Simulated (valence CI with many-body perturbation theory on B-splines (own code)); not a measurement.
E1 transitions of Er53+

Method: valence CI with perturbative core correlation (CI+MBPT): five valence electrons over a frozen Dirac-Fock core [Ne], radial functions for each j: 11 s, 11 p, 10 d, 8 f, 5 g, 2 h, with the one-electron correlation potential Σ1, the two-electron term Σ2, the three-electron term Σ3, Breit, model QED; selected CI, second order for the rest, scaled by the run's own slope (own B-spline code, finite nucleus).

No measured spectrum was set against this ion. As an estimate, large intervals hold to a few tenths of a per cent, small ones and those within an open d or f shell to about a per cent. Among the levels kept, up to 3000 cm⁻¹ of a level comes from second order outside the variational space, and about a tenth of that is noise between levels of different J, which matters for small intervals.

Lines 201 to 250 of 564 in falling wavelength, among levels below 1033.8 eV, chosen from the strongest by gf and those to the six lowest levels. Wavelengths and rates use the calculated energies. Electric multipoles are in the length gauge, E1 and E2 with the static RPA response of the core. Weak lines are less certain than strong ones. Lines between different terms over intervals too small for the method are left out, as are lines whose strength nearly cancels. Where a level lies close to another of its J and parity, the split of strength between their lines is uncertain. The highest levels of a list are the least certain.

Levels are named by their leading jj configuration (3d3/2^4 stands for four electrons in 3d with j = 3/2), which in mixed levels can hold well under half, so a name can repeat and another be missing. Letters in brackets count levels of one name in rising energy.

| λ vac (Å) | Upper | Lower | A (s⁻¹) | S (a.u.) |
| --- | --- | --- | --- | --- |
| 42.90 | (3s 3p1/2^2 3d5/2^2) J=3/2 | (3s 3p1/2^2 3p3/2 3d5/2) J=3/2 [a] | 1.19e+11 | 1.86e-02 |
| 42.88 | (3s^2 3p3/2 3d5/2^2) J=5/2 | (3s^2 3p3/2^2 3d3/2) J=3/2 [b] | 9.63e+10 | 2.25e-02 |
| 42.84 | (3s 3p1/2 3p3/2^2 3d5/2) J=3/2 [b] | (3s 3p1/2 3p3/2^3) J=3/2 [a] | 3.01e+11 | 4.68e-02 |
| 42.84 | (3s^2 3p1/2 3p3/2 3d5/2) J=3/2 [b] | (3s^2 3p1/2 3p3/2^2) J=5/2 | 5.26e+10 | 8.16e-03 |
| 42.76 | (3s^2 3p3/2 3d3/2^2) J=7/2 [b] | (3s 3p1/2 3p3/2^3) J=5/2 | 1.98e+11 | 6.11e-02 |
| 42.75 | (3s 3p1/2 3p3/2^2 3d5/2) J=3/2 [e] | (3s 3p1/2 3p3/2^3) J=1/2 | 4.86e+11 | 7.50e-02 |
| 42.74 | (3s 3p1/2 3p3/2^2 3d5/2) J=5/2 [e] | (3s 3p1/2 3p3/2^3) J=5/2 | 2.06e+11 | 4.77e-02 |
| 42.68 | (3s^2 3p3/2 3d5/2^2) J=1/2 | (3s^2 3p3/2^2 3d5/2) J=1/2 | 5.39e+11 | 4.13e-02 |
| 42.64 | (3s^2 3p1/2 3d5/2^2) J=3/2 | (3s^2 3p1/2 3p3/2 3d5/2) J=3/2 [a] | 2.80e+11 | 4.28e-02 |
| 42.62 | (3s^2 3p3/2 3d3/2^2) J=3/2 [b] | (3s 3p1/2 3p3/2^3) J=3/2 [b] | 5.01e+10 | 7.67e-03 |
| 42.62 | (3s 3p1/2^2 3d5/2^2) J=9/2 | (3s 3p1/2^2 3p3/2 3d5/2) J=9/2 | 8.02e+10 | 3.06e-02 |
| 42.55 | (3s^2 3p3/2 3d3/2 3d5/2) J=5/2 [c] | (3s^2 3p3/2^2 3d3/2) J=5/2 | 1.63e+11 | 3.72e-02 |
| 42.51 | (3s^2 3p1/2 3d5/2^2) J=7/2 | (3s^2 3p1/2 3p3/2 3d5/2) J=7/2 [a] | 9.06e+10 | 2.75e-02 |
| 42.51 | (3s^2 3p3/2 3d3/2^2) J=5/2 | (3s 3p1/2 3p3/2^3) J=5/2 | 1.04e+11 | 2.37e-02 |
| 42.47 | (3s 3p1/2 3p3/2^2 3d5/2) J=5/2 [c] | (3s 3p1/2 3p3/2^3) J=3/2 [a] | 3.02e+11 | 6.85e-02 |
| 42.43 | (3s 3p1/2^2 3d5/2^2) J=7/2 | (3s 3p1/2^2 3p3/2 3d5/2) J=5/2 [a] | 2.52e+10 | 7.61e-03 |
| 42.40 | (3s^2 3p1/2 3p3/2 3d5/2) J=5/2 [b] | (3s^2 3p1/2 3p3/2^2) J=3/2 | 4.57e+11 | 1.03e-01 |
| 42.37 | (3s 3p1/2^2 3d3/2 3d5/2) J=7/2 [b] | (3s 3p1/2^2 3p3/2 3d3/2) J=7/2 | 3.02e+10 | 9.07e-03 |
| 42.32 | (3s^2 3p3/2 3d3/2 3d5/2) J=3/2 [b] | (3s^2 3p3/2^2 3d3/2) J=3/2 [a] | 5.62e+10 | 8.41e-03 |
| 42.28 | (3s^2 3p3/2^2 3d5/2) J=5/2 [b] | (3s^2 3p3/2^3) J=3/2 | 6.42e+11 | 1.44e-01 |
| 42.24 | (3s^2 3p3/2 3d3/2 3d5/2) J=9/2 [b] | (3s^2 3p3/2^2 3d3/2) J=7/2 | 5.98e+11 | 2.23e-01 |
| 42.08 | (3s 3p1/2^2 3p3/2 3d5/2) J=7/2 [b] | (3s 3p1/2^2 3p3/2^2) J=5/2 | 1.21e+11 | 3.55e-02 |
| 42.01 | (3s^2 3p3/2 3d3/2 3d5/2) J=3/2 [c] | (3s^2 3p3/2^2 3d3/2) J=1/2 | 3.89e+11 | 5.69e-02 |
| 41.98 | (3s 3p1/2^2 3d3/2 3d5/2) J=5/2 [b] | (3s 3p1/2^2 3p3/2 3d3/2) J=5/2 [a] | 6.53e+10 | 1.43e-02 |
| 41.84 | (3s^2 3p3/2 3d3/2 3d5/2) J=3/2 [c] | (3s^2 3p3/2^2 3d3/2) J=3/2 [a] | 1.47e+11 | 2.12e-02 |
| 41.65 | (3s^2 3p3/2 3d3/2 3d5/2) J=5/2 [d] | (3s^2 3p3/2^2 3d3/2) J=3/2 [a] | 8.33e+10 | 1.78e-02 |
| 41.30 | (3s^2 3p1/2 3p3/2 3d5/2) J=3/2 [b] | (3s^2 3p1/2 3p3/2^2) J=3/2 | 1.81e+08 | 2.52e-05 |
| 41.26 | (3s^2 3p3/2 3d3/2 3d5/2) J=5/2 [d] | (3s^2 3p3/2^2 3d3/2) J=7/2 | 5.03e+10 | 1.05e-02 |
| 41.16 | (3s 3p1/2 3p3/2^2 3d5/2) J=3/2 [d] | (3s 3p1/2 3p3/2^3) J=5/2 | 1.10e+11 | 1.51e-02 |
| 40.83 | (3s^2 3p1/2 3p3/2 3d5/2) J=1/2 | (3s^2 3p1/2 3p3/2^2) J=3/2 | 6.16e+10 | 4.14e-03 |
| 40.56 | (3s 3p1/2 3p3/2^2 3d5/2) J=5/2 [e] | (3s 3p1/2 3p3/2^3) J=3/2 [a] | 8.19e+10 | 1.62e-02 |
| 40.37 | (3s 3p1/2 3p3/2^2 3d3/2) J=9/2 | (3s^2 3p1/2 3p3/2 3d5/2) J=7/2 [b] | 2.13e+10 | 6.91e-03 |
| 40.33 | (3s 3p1/2^2 3p3/2 3d3/2) J=5/2 [a] | (3s^2 3p1/2^2 3d5/2) J=5/2 | 2.04e+08 | 3.96e-05 |
| 39.19 | (3s 3p1/2^2 3p3/2 3d3/2) J=7/2 | (3s^2 3p1/2^2 3d5/2) J=5/2 | 8.51e+09 | 2.02e-03 |
| 38.71 | (3s 3p1/2 3p3/2^2 3d3/2) J=7/2 [b] | (3s^2 3p1/2 3p3/2 3d5/2) J=5/2 [b] | 3.44e+10 | 7.87e-03 |
| 38.52 | (3p1/2^2 3p3/2^2 3d3/2) J=7/2 | (3s 3p1/2^2 3p3/2 3d5/2) J=5/2 [b] | 3.18e+10 | 7.18e-03 |
| 37.23 | (3s 3p1/2^2 3p3/2 3d3/2) J=3/2 [b] | (3s^2 3p1/2^2 3d5/2) J=5/2 | 4.30e+09 | 4.38e-04 |
| 37.04 | (3s 3p1/2 3p3/2^2 3d3/2) J=7/2 [c] | (3s^2 3p1/2 3p3/2 3d5/2) J=5/2 [b] | 5.85e+10 | 1.17e-02 |
| 36.41 | (3s 3p1/2 3p3/2^2 3d5/2) J=7/2 [a] | (3s^2 3p1/2 3p3/2 3d5/2) J=5/2 [b] | 7.70e+10 | 1.47e-02 |
| 35.98 | (3s 3p1/2^2 3p3/2 3d3/2) J=5/2 [b] | (3s^2 3p1/2^2 3d5/2) J=5/2 | 4.76e+09 | 6.56e-04 |
| 34.80 | (3s 3p1/2 3p3/2^2 3d5/2) J=9/2 [b] | (3s^2 3p1/2 3p3/2 3d5/2) J=7/2 [b] | 1.34e+11 | 2.78e-02 |
| 34.38 | (3s 3p1/2 3p3/2^2 3d5/2) J=7/2 [a] | (3s^2 3p1/2 3p3/2 3d5/2) J=5/2 [a] | 3.35e+10 | 5.37e-03 |
| 34.22 | (3s 3p1/2 3p3/2^2 3d3/2) J=5/2 [b] | (3s^2 3p1/2 3p3/2 3d3/2) J=3/2 [b] | 1.24e+11 | 1.47e-02 |
| 34.00 | (3s 3p1/2 3p3/2^3) J=3/2 [a] | (3s^2 3p1/2 3p3/2^2) J=1/2 | 1.76e+10 | 1.37e-03 |
| 33.81 | (3s 3p1/2 3p3/2^2 3d5/2) J=9/2 [a] | (3s^2 3p1/2 3p3/2 3d5/2) J=7/2 [a] | 2.28e+11 | 4.34e-02 |
| 33.76 | (3s 3p1/2 3p3/2^2 3d5/2) J=1/2 [b] | (3s^2 3p1/2 3p3/2 3d5/2) J=3/2 [b] | 2.41e+11 | 9.17e-03 |
| 33.66 | (3s 3p1/2 3p3/2^2 3d3/2) J=7/2 [c] | (3s^2 3p1/2 3p3/2 3d5/2) J=7/2 [a] | 4.02e+10 | 6.05e-03 |
| 33.58 | (3s 3p1/2 3p3/2^2 3d3/2) J=5/2 [a] | (3s^2 3p1/2 3p3/2 3d3/2) J=3/2 [a] | 1.55e+11 | 1.74e-02 |
| 33.57 | (3s 3p1/2 3p3/2^2 3d3/2) J=1/2 [a] | (3s^2 3p1/2 3p3/2 3d3/2) J=1/2 [a] | 3.96e+11 | 1.48e-02 |
| 33.46 | (3s 3p1/2 3p3/2^2 3d3/2) J=3/2 [c] | (3s^2 3p1/2 3p3/2 3d3/2) J=1/2 [b] | 1.62e+11 | 1.20e-02 |
